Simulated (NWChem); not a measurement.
The numbers come from NWChem runs, not from measurements. System: C₄H₃S, charge 0, spin multiplicity 2, at a geometry optimised with UPBE0/def2-SVP. The structure started from a generated list of species. Its SCF solution wasn't tested for a lower state.

Job file:

```
start mol
memory heap 200 mb stack 900 mb global 1100 mb
geometry units angstroms nocenter noautoz
  C      1.404122     0.429540     0.000000
  C      0.329505     1.251006     0.000000
  S     -1.103427     0.272563     0.000000
  C     -0.195307    -1.187834     0.000000
  C      1.159672    -0.960510     0.000000
  H      0.263543     2.337895     0.000000
  H     -0.713520    -2.147126     0.000000
  H      1.916850    -1.744982     0.000000
  symmetry group Cs
end
basis spherical
  * library def2-tzvp
end
dft
  xc b3lyp
  odft
  mult 2
  semidirect memsize 60000000 filesize 0
  iterations 100
end
task dft energy
```

The output up to the point where the run's verdict is printed (cleaned and shortened):

```
             Northwest Computational Chemistry Package (NWChem) 7.3.0
             --------------------------------------------------------

                                NWChem Input Module
                                -------------------

 Scaling coordinates for geometry "geometry" by  1.889725989
 (inverse scale =  0.529177249)

 Turning off AUTOSYM since
 SYMMETRY directive was detected!

                             Geometry "geometry" -> ""
                             -------------------------

 Output coordinates in angstroms (scale by  1.889725989 to convert to a.u.)

  No.       Tag          Charge          X              Y              Z
 ---- ---------------- ---------- -------------- -------------- --------------
    1 C                    6.0000     1.40412200     0.42954000     0.00000000
    2 C                    6.0000     0.32950500     1.25100600     0.00000000
    3 S                   16.0000    -1.10342700     0.27256300     0.00000000
    4 C                    6.0000    -0.19530700    -1.18783400     0.00000000
    5 C                    6.0000     1.15967200    -0.96051000     0.00000000
    6 H                    1.0000     0.26354300     2.33789500     0.00000000
    7 H                    1.0000    -0.71352000    -2.14712600     0.00000000
    8 H                    1.0000     1.91685000    -1.74498200     0.00000000

 Effective nuclear repulsion energy (a.u.)     192.9899556740

            Nuclear Dipole moment (a.u.)
            ----------------------------
        X                 Y               Z
 ---------------- ---------------- ----------------
    -0.0000132281     0.0000132281     0.0000000000

      Symmetry information
      --------------------

 Group name             Cs
 Group number              2
 Group order               2
 No. of unique centers     8

      Symmetry unique atoms

     1    2    3    4    5    6    7    8


 Summary of "ao basis" -> "" (spherical)
 ------------------------------------------------------------------------------
       Tag                 Description            Shells   Functions and Types
[...]
 d= 0,ls=0.5,diis    75   -552.3107480451 -1.72D-04  3.55D-05  6.15D-04   138.5
                                                     2.21D-05  4.02D-04
 d= 0,ls=0.5,diis    76   -552.3105583386  1.90D-04  1.12D-05  1.13D-03   140.3
                                                     2.01D-05  6.68D-04
 d= 0,ls=0.5,diis    77   -552.3106348427 -7.65D-05  6.54D-06  1.16D-03   142.1
                                                     1.84D-05  6.74D-04
 d= 0,ls=0.5,diis    78   -552.3107129070 -7.81D-05  1.12D-05  1.20D-03   143.8
                                                     1.38D-05  6.89D-04
 d= 0,ls=0.5,diis    79   -552.3106638949  4.90D-05  4.96D-06  1.44D-03   145.7
                                                     1.36D-05  8.26D-04
 d= 0,ls=0.5,diis    80   -552.3106905768 -2.67D-05  5.41D-06  1.52D-03   147.4
                                                     1.25D-05  8.83D-04
 d= 0,ls=0.5,diis    81   -552.3107144478 -2.39D-05  4.55D-06  1.61D-03   149.2
                                                     1.32D-05  9.31D-04
 d= 0,ls=0.5,diis    82   -552.3107815062 -6.71D-05  1.21D-05  1.63D-03   150.9
                                                     2.08D-05  9.36D-04
 d= 0,ls=0.5,diis    83   -552.3109255397 -1.44D-04  6.91D-05  1.56D-03   152.7
                                                     6.47D-05  9.07D-04
 d= 0,ls=0.5,diis    84   -552.3115679149 -6.42D-04  2.73D-05  7.91D-04   154.5
                                                     4.67D-05  5.05D-04
 d= 0,ls=0.5,diis    85   -552.3118664678 -2.99D-04  1.37D-05  7.35D-04   156.2
                                                     3.41D-05  4.97D-04
 d= 0,ls=0.5,diis    86   -552.3119713365 -1.05D-04  2.18D-05  9.46D-04   158.0
                                                     2.50D-05  6.11D-04
 d= 0,ls=0.5,diis    87   -552.3119070922  6.42D-05  2.00D-05  1.33D-03   159.8
                                                     1.94D-05  8.16D-04
 d= 0,ls=0.5,diis    88   -552.3118028134  1.04D-04  7.11D-06  1.70D-03   161.5
                                                     1.66D-05  1.00D-03
 d= 0,ls=0.5,diis    89   -552.3118179142 -1.51D-05  3.43D-05  1.85D-03   163.3
                                                     3.65D-05  1.08D-03
 d= 0,ls=0.5,diis    90   -552.3121890735 -3.71D-04  2.16D-05  1.45D-03   165.1
                                                     3.37D-05  8.70D-04
 d= 0,ls=0.5,diis    91   -552.3124547923 -2.66D-04  2.20D-05  1.32D-03   166.8
                                                     1.86D-05  8.09D-04
 d= 0,ls=0.5,diis    92   -552.3123487243  1.06D-04  1.11D-05  1.73D-03   168.6
                                                     1.48D-05  1.02D-03
 d= 0,ls=0.5,diis    93   -552.3123025570  4.62D-05  1.58D-05  1.97D-03   170.3
                                                     1.49D-05  1.14D-03
 d= 0,ls=0.5,diis    94   -552.3121873554  1.15D-04  8.91D-06  2.27D-03   172.1
                                                     1.43D-05  1.31D-03
 d= 0,ls=0.5,diis    95   -552.3122809565 -9.36D-05  6.02D-05  2.22D-03   173.8
                                                     5.50D-05  1.28D-03
 d= 0,ls=0.5,diis    96   -552.3129467250 -6.66D-04  6.63D-05  1.41D-03   175.6
                                                     7.25D-05  8.70D-04
 d= 0,ls=0.5,diis    97   -552.3136448458 -6.98D-04  3.81D-05  8.14D-04   177.4
                                                     6.23D-05  5.75D-04
 d= 0,ls=0.5,diis    98   -552.3141111163 -4.66D-04  3.10D-05  6.71D-04   179.1
                                                     6.16D-05  5.16D-04
 d= 0,ls=0.5,diis    99   -552.3145372156 -4.26D-04  1.90D-05  5.96D-04   180.9
                                                     5.27D-05  4.86D-04
 d= 0,ls=0.5,diis   100   -552.3148469180 -3.10D-04  5.43D-05  6.79D-04   182.7
                                                     3.57D-05  5.33D-04
```

Convergence was not reached. The next line reads: Calculation failed to converge. NWChem stopped with the message: dft energy failed.
